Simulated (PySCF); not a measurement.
C₄H₂BF₃O₂.
Atom-mapped SMILES: `[OH:1][B:2]([OH:3])[C:4]#[C:5][C:6]([F:7])=[C:8]([F:9])[F:10]` (hydrogens: H11 on O1; H12 on O3)

Level: wB97X-D/def2-SVPD in PySCF, non-relativistic, on one gas-phase PBE0-D3(BJ)/def2-SVP geometry that isn't relaxed in the solvent. The solvent is an IEF-PCM continuum (Bondi radii, 1.10 Å for H, scaled by 1.2), and excitations are vertical TDDFT with non-equilibrium linear response and a frozen core. Only the electrostatic response of the medium enters.

Gas-phase singlets (H = HOMO, L = LUMO):

```tsv
state	E (eV)	λ (nm)	f	leading configuration
S1	4.468	277	0.005	H→L 70%
S2	5.540	224	0.133	H→L+1 50%
S3	6.079	204	0.034	H-1→L+1 58%
S4	6.639	187	0.005	H→L+3 37%
S5	6.917	179	0.392	H-2→L 40%
```

Task: Give the list for chloroform (ε = 4.711), n² = 2.09.

Result: 
```
state  E (eV)  λ (nm)      f  leading configuration  change by rank (eV)
   S1   4.467     278  0.007                H→L 73%               -0.001
   S2   5.502     225  0.202              H→L+1 57%               -0.038
   S3   6.108     203  0.052            H-1→L+1 55%               +0.029
   S4   6.651     186  0.008              H→L+3 36%               +0.012
   S5   6.805     182  0.789            H-1→L+1 27%               -0.112
```

Task: How do the frontier levels move from gas to chloroform?

Result: 
| orbital | gas (eV) | solvent (eV) | change (eV) | Löwdin shares, gas | Löwdin shares, solvent |
| --- | --- | --- | --- | --- | --- |
| LUMO+2 | 1.32 | 1.48 | +0.16 | B2 56 %, O1 11 %, O3 8 %, H11 6 % | B2 59 %, O1 9 %, O3 8 %, C5 5 % |
| LUMO+1 | 0.69 | 0.74 | +0.05 | C4 21 %, C5 19 %, C8 17 %, C6 14 % | C4 21 %, C5 19 %, C8 18 %, C6 14 % |
| LUMO | 0.38 | 0.42 | +0.04 | C4 23 %, C5 22 %, B2 14 %, C6 10 % | C4 24 %, C5 22 %, B2 14 %, C6 10 % |
| HOMO | -9.04 | -9.01 | +0.03 | C4 21 %, C8 20 %, C6 19 %, C5 15 % | C4 20 %, C8 20 %, C6 20 %, C5 15 % |
| HOMO-1 | -10.81 | -10.81 | 0.00 | C5 41 %, C4 39 %, B2 4 %, C6 4 % | C5 41 %, C4 39 %, C6 4 %, B2 4 % |
| HOMO-2 | -11.70 | -11.69 | +0.01 | C5 31 %, C4 21 %, C6 17 %, F7 14 % | C5 31 %, C4 21 %, C6 17 %, F7 13 % |
| HOMO-3 | -11.87 | -11.74 | +0.13 | O3 46 %, O1 41 %, B2 8 % | O3 44 %, O1 43 %, B2 8 % |

The HOMO–LUMO gap goes from 9.41 to 9.43 eV.

Shape of the structure used: `[OH:1][B:2]([OH:3])[C:4]#[C:5][C:6]([F:7])=[C:8]([F:9])[F:10]`: H–O1–B2–O3 180°, H–O3–B2–O1 0°.
